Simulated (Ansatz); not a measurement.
Start from `FCC(F)Cl` and change one atom or group to get `FC[CH](F)[SnH3]`.

Ansatz, PBE0-D4/def2-TZVP geometries, multiplicity 1. Each molecule was computed in one conformer, which needn't be the lowest.

Elements past krypton have def2 core potentials.

```
                                        property  `FCC(F)Cl`
           HOMO–LUMO gap (B3LYP/def2-TZVPP) / eV        8.89
size of the dipole moment (B3LYP/def2-TZVPP) / D        1.49
               HOMO energy (PBE/def2-TZVPP) / eV       -7.59
              LUMO energy (PBE0/def2-TZVPP) / eV        0.35
               LUMO energy (PBE/def2-TZVPP) / eV       -0.80
             LUMO energy (B3LYP/def2-TZVPP) / eV        0.03
```

Task: What does the change do to each property? (An estimate is asked.)

Result: The calculation gave: 
| property | `FC[CH](F)[SnH3]` | shift |
| --- | --- | --- |
| HOMO–LUMO gap (B3LYP/def2-TZVPP) / eV | 7.68 | -1.21 |
| size of the dipole moment (B3LYP/def2-TZVPP) / D | 2.46 | 0.97 |
| HOMO energy (PBE/def2-TZVPP) / eV | -6.85 | 0.74 |
| LUMO energy (PBE0/def2-TZVPP) / eV | -0.07 | -0.42 |
| LUMO energy (PBE/def2-TZVPP) / eV | -0.82 | -0.02 |
| LUMO energy (B3LYP/def2-TZVPP) / eV | -0.33 | -0.36 |

With PBE0 the HOMO rises by 0.90 eV and the LUMO falls by 0.42 eV, so the gap narrows by about 1.32 eV. PBE moves the HOMO by 0.74 eV and ωB97M-V by 1.03 eV. Dipoles are sizes alone; their direction can turn.

B3LYP here is the variant with VWN-RPA as its local correlation; programs differ in this.
